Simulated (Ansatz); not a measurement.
`F[SiH2][Si](Cl)(Cl)Cl` → `F[Si](Cl)(Cl)Cl` + `[SiH2]` at 600 K and 1 bar (silylene formation by 1,1-elimination).

Program: Ansatz. Geometries: PBE0-D4/def2-TZVP. ΔE: electronic, gas phase. CCSD(T)/CBS is the MP2 limit (def2-TZVPP, def2-QZVPP) plus CCSD(T) − MP2 in def2-TZVPP, frozen cores. This one scheme is used for every species. One conformer a species, not always the lowest.

```json
{"species": "`F[SiH2][Si](Cl)(Cl)Cl`", "CCSD(T)/CBS energy (Eh)": "-2058.70441", "H − E (kJ/mol)": "137.1", "S (J/(mol·K))": "506.3"}
{"species": "`F[Si](Cl)(Cl)Cl`", "CCSD(T)/CBS energy (Eh)": "-1768.43208", "H − E (kJ/mol)": "69.8", "S (J/(mol·K))": "397.4"}
{"species": "`[SiH2]`", "CCSD(T)/CBS energy (Eh)": "-290.19011", "H − E (kJ/mol)": "52.1", "S (J/(mol·K))": "233.9"}
```

H − E and S are ideal-gas, rigid-rotor, harmonic terms from PBE0-D4/def2-TZVP, for one conformer and one mirror image of each species. 1 Eh = 2625.50 kJ/mol, R = 8.31446 J/(mol·K).

**Question.** By hand: ΔE, ΔH, ΔS and ΔG.

**Answer.** ΔE = (-1768.43208) + (-290.19011) − (-2058.70441) = 0.08222 Eh = 215.9 kJ/mol. Δ(H − E) = 69.8 + 52.1 − 137.1 = -15.2, so ΔH = 200.7 kJ/mol. ΔS = 397.4 + 233.9 − 506.3 = 125.0 J/(mol·K). ΔG = 200.7 − 600 × (125.0)/1000 = 125.7 kJ/mol.

**Question.** By hand: the equilibrium constant, and the temperature at which ΔG would vanish if ΔH and ΔS stayed fixed.

**Answer.** log₁₀ K = −ΔG/(RT ln 10) = -10.9. ΔG = 0 at ΔH/ΔS = 1606 K.

The number of gas molecules changes by +1, which sets the sign of ΔS. A doubt of 5 kJ/mol in ΔE shifts log₁₀ K by 0.4 here. Other conformers and mirror images would add mixing entropy, several J/(mol·K) or more a flexible species. Modes under 60 cm⁻¹, often nearly free rotors, make the harmonic entropy too high. These are equilibria of isolated gas molecules and say nothing of rates. Largest T1 diagnostic: 0.014 (customary marks: 0.02 for closed shells, 0.045 for open ones).
